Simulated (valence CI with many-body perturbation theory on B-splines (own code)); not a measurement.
## Hyperfine factors and g values of Sm XXXI

Calculated by relativistic CI+MBPT: four valence electrons over a frozen Dirac-Fock core [Ar] 3d10, a basis of 11 s, 11 p, 10 d, 8 f, 5 g, 2 h functions for each j, with the one-electron correlation potential Σ1, the two-electron term Σ2, the three-electron term Σ3, Breit, model QED; selected CI, second order for the rest, scaled by the run's own slope (own B-spline code, finite nucleus).

No measured spectrum was set against this ion. As an estimate, large intervals hold to a few tenths of a per cent, small ones and those within an open d or f shell to about a per cent. Among the levels kept, up to 340 cm⁻¹ of a level comes from second order outside the variational space, and about a tenth of that is noise between levels of different J, which matters for small intervals.

A/g_I is the dipole constant over the nuclear g factor μ/I (μ in nuclear magnetons, uniformly magnetised nucleus), B/Q the quadrupole constant per barn. Both hold the static response of the core; the bare values leave it out. Large factors of s and p1/2 electrons are usually good to 5 to 10 %; those of open d and f shells near neutrality can be off by tens of per cent, and small factors of p3/2, d and f electrons come from cancelling terms and can be off by a factor of two or in sign, in half-filled shells by more. B is blank for J = 1/2, where it vanishes, and for nearly pure S terms. Energies count from the lowest level. Levels with J = 0 are left out.

Levels are named by their leading jj configuration (3d3/2^4 stands for four electrons in 3d with j = 3/2), which in mixed levels can hold well under half, so a name can repeat and another be missing. Letters in brackets count levels of one name in rising energy.

| Level | E (cm⁻¹) | g | A/g_I (MHz) | A/g_I bare | B/Q (MHz/b) | B/Q bare |
| --- | --- | --- | --- | --- | --- | --- |
| (4s^2 4p1/2 4p3/2) J=1 | 267540 | 1.499 | -14000 | -13700 | 26800 | 25700 |
| (4s^2 4p1/2 4p3/2) J=2 | 293480 | 1.196 | 68800 | 66000 | 41500 | 39800 |
| (4s^2 4p3/2^2) J=2 | 580600 | 1.299 | 28700 | 27500 | 11800 | 11300 |
| (4s 4p1/2^2 4p3/2) J=2 | 806940 | 1.654 | 171000 | 164000 | 39700 | 38100 |
| (4s 4p1/2^2 4p3/2) J=1 | 897050 | 0.978 | -108000 | -104000 | 41000 | 39400 |
| (4s 4p1/2 4p3/2^2) J=2 [a] | 1053700 | 1.508 | 118000 | 114000 | 27500 | 26400 |
| (4s 4p1/2 4p3/2^2) J=3 | 1104400 | 1.327 | 147000 | 142000 | -4580 | -4350 |
| (4s^2 4p1/2 4d3/2) J=2 | 1147200 | 0.920 | 37100 | 35900 | -10200 | -9720 |
| (4s 4p1/2 4p3/2^2) J=1 [a] | 1182300 | 1.268 | 74300 | 71400 | -43200 | -41500 |
| (4s 4p1/2 4p3/2^2) J=1 [b] | 1222900 | 1.415 | 157000 | 151000 | 10500 | 10100 |
| (4s 4p1/2 4p3/2^2) J=2 [b] | 1230500 | 0.926 | 19000 | 18400 | 4890 | 4710 |
| (4s^2 4p1/2 4d5/2) J=3 | 1296700 | 1.110 | 40300 | 39000 | 17100 | 16600 |
| (4s^2 4p1/2 4d3/2) J=1 | 1299100 | 0.864 | -48000 | -45700 | 7810 | 7550 |
| (4s^2 4p1/2 4d5/2) J=2 | 1313700 | 1.292 | -5000 | -4440 | 8200 | 7950 |
| (4s 4p3/2^3) J=2 | 1420600 | 1.363 | 143000 | 137000 | -42900 | -41200 |
| (4s 4p3/2^3) J=1 | 1503400 | 1.211 | -49700 | -47700 | -12300 | -11800 |
| (4s^2 4p3/2 4d3/2) J=2 | 1534800 | 1.026 | 14800 | 14300 | -5720 | -5470 |
| (4s^2 4p3/2 4d5/2) J=4 | 1535600 | 1.248 | 13800 | 13400 | 64900 | 62400 |
| (4s^2 4p3/2 4d3/2) J=3 | 1553400 | 1.175 | 22400 | 21700 | 32200 | 31000 |
| (4s^2 4p3/2 4d3/2) J=1 | 1585100 | 1.281 | -37200 | -35400 | -23000 | -22000 |
| (4s^2 4p3/2 4d5/2) J=2 | 1616800 | 1.293 | 41000 | 39800 | -38200 | -36700 |
| (4s^2 4p3/2 4d5/2) J=3 | 1658700 | 1.127 | 16000 | 15500 | 21300 | 20600 |
| (4s^2 4p3/2 4d5/2) J=1 | 1689400 | 0.966 | -13100 | -12100 | 6890 | 6680 |
| (4s 4p1/2^2 4d3/2) J=2 | 1709100 | 1.277 | 93000 | 89600 | -11.1 | 66.5 |
| (4s 4p1/2^2 4d3/2) J=1 | 1714300 | 0.347 | -129000 | -124000 | 4100 | 3990 |
| (4p1/2^2 4p3/2^2) J=2 | 1755300 | 1.222 | 37400 | 36400 | 6780 | 6530 |
| (4s 4p1/2^2 4d5/2) J=3 | 1806100 | 1.376 | 97500 | 94100 | 11700 | 11400 |
| (4s 4p1/2^2 4d5/2) J=2 | 1893100 | 0.940 | -39200 | -37300 | 15400 | 15000 |
| (4s 4p1/2 4p3/2 4d3/2) J=1 [a] | 1940500 | 1.242 | 82100 | 79100 | -25600 | -24600 |
| (4s 4p1/2 4p3/2 4d3/2) J=2 [a] | 1948200 | 1.170 | 77900 | 75000 | -24000 | -23000 |
| (4s 4p1/2 4p3/2 4d3/2) J=3 [a] | 1959100 | 1.193 | 90000 | 86700 | -3110 | -2920 |
| (4s 4p1/2 4p3/2 4d5/2) J=4 [a] | 1987400 | 1.291 | 85400 | 82300 | 28500 | 27400 |
| (4s 4p1/2 4p3/2 4d5/2) J=4 [b] | 2002700 | 1.359 | 89300 | 86100 | 54300 | 52100 |
| (4p1/2 4p3/2^3) J=1 | 2004800 | 1.457 | -25900 | -24400 | -21800 | -21000 |

**Question.** Take the isotope of mass number 147, with I = 7/2, μ = -0.809 μN and Q = -0.26 b. What is the hyperfine structure of (4s^2 4p3/2^2) J=2?

**Answer.** From the table A = -6640 MHz, B = -3070 MHz. Shifts from the centre of gravity in MHz: F = 3/2: 58100, F = 5/2: 42900, F = 7/2: 20800, F = 9/2: -8920, F = 11/2: -47200.
